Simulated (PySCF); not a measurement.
Simulation results for CH₄GeOSi, AlClGeH₂N, AlClGeH₃, AlBClGeH₄

All values are calculated (PySCF 2.14.0). Calculation on a computer-drawn molecule: the log of a Hartree-Fock and frozen-core CCSD(T) single point meant for a local Hartree-Fock minimum, with one planted fault or none, to be diagnosed. Offsets are logged minus clean, where the clean run is the same molecule without the fault. The reference is restricted for singlets and unrestricted otherwise, and also for a bond in bohr or an excited solution. Adding or removing an electron swaps singlet and doublet. The excited solution moves the top pair (singlet) or top alpha electron (doublet) to the lowest empty orbital. Highest occupied and lowest empty are orbital energies over both spins, largest force is the largest gradient component, triples share is (T) over the correlation energy, the T1 limit is 0.02 restricted and 0.045 unrestricted, electrons count all cores, a negative frequency is imaginary (commonest isotopes), and the dipole is about the centre of nuclear charge; on germanium a core potential holds 10 electrons, which the energies leave out, and 3d is frozen in MP2 and coupled-cluster steps.

Common to all runs: meant basis cc-pV(D+d)Z; meant basis and core potential on germanium cc-pVDZ-PP ECP10MDF; logged SCF converged yes; possible faults no fault, one electron removed, one electron added, multiplicity raised by two, geometry at a saddle point, SCF held on an excited solution, minimal basis STO-3G, one bond length entered in bohr, all coordinates scaled.

(1) CH₄GeOSi

Logged structure:
```xyz
8
CH4GeOSi
C     -2.1587    -1.7477    -0.3698
Ge    -1.3703    -1.5213    -2.2034
Si     0.4955    -0.0625    -1.4651
O      0.2720     1.4218    -1.3317
H     -2.3861    -0.7691     0.0651
H     -1.4576    -2.2519     0.3037
H     -3.0762    -2.3350    -0.4248
H      1.8350    -0.6732    -1.2156
```

- meant charge: 0
- meant multiplicity: 1
- logged electrons: 63
- logged basis functions: 94
- logged spin squared: 0.9981
- logged highest occupied: -14.518 eV
- logged lowest empty: -5.7211 eV
- logged largest force: 0.08053 hartree/bohr
- logged T1 diagnostic: 0.084884
- logged D1 diagnostic: 0.48666
- logged triples share: 0.036087
- logged CC converged: yes
- logged dipole magnitude: 2.5206 debye
- logged SCF stable within its kind: yes
- logged energy HF: -697.05769 hartree
- logged energy CCSD(T): -697.59227 hartree
- planted fault: one electron removed
- HF energy offset from clean run: 175.8 kcal/mol
- CCSD(T) energy offset from clean run: 190.8 kcal/mol

Drawn bonds:
```csv
atom,other atom,order
1,2,1
2,3,1
3,4,2
1,5,1
1,6,1
1,7,1
3,8,1
```

Notes: T1 above single-reference limit.

(2) AlClGeH₂N

Logged structure:
```xyz
6
AlClGeH2N
Cl     2.2735    -3.6091    -1.5620
Al     1.4011    -2.1579    -0.5154
N      0.6906    -0.9757     0.3371
Ge    -0.0386     0.2364     1.2127
H     -1.5142     0.4286     1.1653
H      0.7691     1.1545     2.0620
```

* meant charge: 1
* meant multiplicity: 1
* logged electrons: 70
* logged basis functions: 93
* logged spin squared: 0
* logged highest occupied: -15.596 eV
* logged lowest empty: -3.818 eV
* logged largest force: 0.011301 hartree/bohr
* logged T1 diagnostic: 0.017034
* logged D1 diagnostic: 0.051105
* logged triples share: 0.030798
* logged CC converged: yes
* logged dipole magnitude: 1.4178 debye
* logged SCF stable within its kind: yes
* logged energy HF: -1050.22121 hartree
* logged energy CCSD(T): -1050.69121 hartree
* planted fault: all coordinates scaled, by -1.6 %
* HF energy offset from clean run: 1.36 kcal/mol
* CCSD(T) energy offset from clean run: 3.364 kcal/mol

Drawn bonds:
```csv
atom,other atom,order
1,2,1
2,3,1
3,4,2
4,5,1
4,6,1
```

(3) AlClGeH₂N

Logged structure:
```xyz
6
AlClGeH2N
Cl     2.3104    -3.6678    -1.5874
Al     1.4239    -2.1930    -0.5237
N      0.7019    -0.9916     0.3426
Ge    -0.0392     0.2403     1.2324
H     -1.5388     0.4356     1.1842
H      0.7816     1.1733     2.0955
```

- meant charge: 1
- meant multiplicity: 1
- logged electrons: 69
- logged basis functions: 93
- logged spin squared: 0.7613
- logged highest occupied: -22.197 eV
- logged lowest empty: -11.268 eV
- logged largest force: 0.075471 hartree/bohr
- logged T1 diagnostic: 0.024009
- logged D1 diagnostic: 0.10975
- logged triples share: 0.027546
- logged CC converged: yes
- logged dipole magnitude: 3.4508 debye
- logged SCF stable within its kind: yes
- logged energy HF: -1049.74495 hartree
- logged energy CCSD(T): -1050.17049 hartree
- planted fault: one electron removed
- HF energy offset from clean run: 300.2 kcal/mol
- CCSD(T) energy offset from clean run: 330.1 kcal/mol

Drawn bonds:
```csv
atom,other atom,order
1,2,1
2,3,1
3,4,2
4,5,1
4,6,1
```

(4) AlClGeH₃

Logged structure:
```xyz
6
AlClGeH3
Cl    -0.3838     1.9891    -0.3078
Al     1.2114     0.8606    -0.9719
Ge     1.6084    -0.9378     0.8474
H      2.1307     0.8677    -2.2155
H      0.9346    -2.3050     0.8980
H      3.2680    -0.6070     3.1802
```

* meant charge: 1
* meant multiplicity: 1
* logged electrons: 64
* logged basis functions: 84
* logged spin squared: 0.9104
* logged highest occupied: -14.983 eV
* logged lowest empty: -5.9991 eV
* logged largest force: 0.0069357 hartree/bohr
* logged T1 diagnostic: 0.033247
* logged D1 diagnostic: 0.12644
* logged triples share: 0.029165
* logged CC converged: yes
* logged dipole magnitude: 3.9484 debye
* logged SCF stable within its kind: yes
* logged energy HF: -996.25005 hartree
* logged energy CCSD(T): -996.55164 hartree
* planted fault: one bond length entered in bohr, row 5 of the drawn bonds
* HF energy offset from clean run: 57.49 kcal/mol
* CCSD(T) energy offset from clean run: 67.87 kcal/mol

Drawn bonds:
```csv
atom,other atom,order
1,2,1
2,3,1
2,4,1
3,5,1
3,6,1
```

(5) AlClGeH₃

Logged structure:
```xyz
6
AlClGeH3
Cl    -0.3838     1.9891    -0.3078
Al     1.2114     0.8606    -0.9719
Ge     1.6084    -0.9378     0.8474
H      2.1307     0.8677    -2.2155
H      0.9346    -2.3050     0.8980
H      2.4866    -0.7628     2.0819
```

- meant charge: 1
- meant multiplicity: 1
- logged electrons: 64
- logged basis functions: 84
- logged spin squared: 0
- logged highest occupied: -11.646 eV
- logged lowest empty: -10.174 eV
- logged largest force: 0.067199 hartree/bohr
- logged CC converged: no
- logged dipole magnitude: 3.454 debye
- logged SCF stable within its kind: no
- logged energy HF: -996.00642 hartree
- planted fault: SCF held on an excited solution
- HF energy offset from clean run: 210.4 kcal/mol

Drawn bonds:
```csv
atom,other atom,order
1,2,1
2,3,1
2,4,1
3,5,1
3,6,1
```

Notes: CCSD not converged.

(6) AlBClGeH₄

Logged structure:
```xyz
8
AlBClGeH4
Cl    -1.6566    -3.3077    -1.2841
Al     0.0818    -3.2596    -0.0463
B      0.5396    -1.5852     1.2004
Ge     1.7408     0.0273     0.6225
H      0.2245    -1.6313     2.3595
H      3.0231     0.0700     1.4675
H      2.1573    -0.0205    -0.8553
H      0.9715     1.3367     0.8523
```

* meant charge: 0
* meant multiplicity: 2
* logged electrons: 71
* logged basis functions: 103
* logged spin squared: 0.8136
* logged highest occupied: -8.2 eV
* logged lowest empty: 0.4982 eV
* logged largest force: 1.479e-05 hartree/bohr
* logged lowest frequency: 41.94 cm⁻¹
* logged T1 diagnostic: 0.024815
* logged D1 diagnostic: 0.12204
* logged triples share: 0.027563
* logged CC converged: yes
* logged dipole magnitude: 1.6765 debye
* logged SCF stable within its kind: yes
* logged energy HF: -1021.82191 hartree
* logged energy CCSD(T): -1022.24759 hartree
* planted fault: no fault
* HF energy offset from clean run: 0 kcal/mol
* CCSD(T) energy offset from clean run: 0 kcal/mol

Drawn bonds:
```csv
atom,other atom,order
1,2,1
2,3,1
3,4,1
3,5,1
4,6,1
4,7,1
4,8,1
```
